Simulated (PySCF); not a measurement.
## Worked example: chemical shift, span and skew from a shielding tensor

CBrF2, SMILES F[C](F)Br (connectivity only; charge and spin as stated), charge +1, multiplicity 1. Atoms are numbered in the order given.

```xyz
4

F      0.0000     1.0600    -1.5258
C      0.0000     0.0000    -0.8576
F      0.0000    -1.0600    -1.5258
Br     0.0000     0.0000     0.9317
```
Charge +1, spin multiplicity 1.

The structure is a stationary point at B3LYP-D3(BJ)/def2-SVP. The multiplicity is an assumed one; other spin states were not compared. The isomer is the one that the SMILES or the coordinates give; other isomers of the formula were not compared.

GIAO shieldings from PBE/pcSseg-2 (PySCF), non-relativistic, no solvent. The symmetric part of the tensor of F1 has the principal values -289.9, 85.7, 199.2 ppm. The same nucleus in CFCl3 has σ = 132.0 ppm at this level (PySCF, at its B3LYP-D3(BJ)/def2-TZVP geometry). Without spin–orbit terms, shifts of atoms bonded to Cl or Br come out too high.

Task: Work out the isotropic shielding, the ¹⁹F shift against CFCl3, the span and the skew.

Result: 
σ(iso) = (σ11 + σ22 + σ33)/3 = -1.7 ppm. δ = σ(ref) − σ(iso) = 132.0 − (-1.7) = 133.7 ppm.
Span Ω = σ33 − σ11 = 489.1 ppm. Skew κ = 3(σ(iso) − σ22)/Ω = -0.54. Tumbling in solution averages the tensor to δ; in a static solid the shielding alone would spread this spin-1/2 line over Ω.
